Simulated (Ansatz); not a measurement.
| atom | x (Å) | y (Å) | z (Å) |
| --- | --- | --- | --- |
| C | -0.0018 | 0.7250 | -0.0006 |
| C | -1.2331 | 1.3999 | 0.0004 |
| C | -2.4350 | 0.7128 | 0.0072 |
| C | -2.4403 | -0.7067 | -0.0030 |
| C | -1.2505 | -1.4059 | -0.0041 |
| C | -0.0061 | -0.7077 | -0.0025 |
| C | 2.4330 | 0.7129 | 0.0080 |
| C | 1.2513 | 1.3974 | 0.0046 |
| C | 1.2438 | -1.4104 | -0.0024 |
| C | 2.4239 | -0.7037 | -0.0062 |
| H | -1.2319 | 2.4895 | 0.0022 |
| H | -3.3860 | 1.2403 | -0.0033 |
| H | -3.3780 | -1.2387 | 0.0028 |
| H | -1.2339 | -2.4904 | -0.0066 |
| H | 3.3892 | 1.2525 | 0.0019 |
| H | 1.2317 | 2.4894 | 0.0012 |
| H | 1.2307 | -2.4944 | -0.0022 |
| H | 3.3751 | -1.2414 | -0.0053 |

RHF on singlet C₁₀H₈ was run in several spherical basis sets with Ansatz (development build ahead of 0.2.0).

Question: Rank the basis sets by the total energy that they give, lowest first, with the distance from the lowest.
A. cc-pVDZ
B. 6-31G(d)
C. def2-SVP
D. STO-3G

Answer: A (0.00 eV), B (0.87 eV), C (8.44 eV), D (127.89 eV).

Totals follow the description of the cores as much as that of the bonds, so this order isn't one of quality for chemistry.
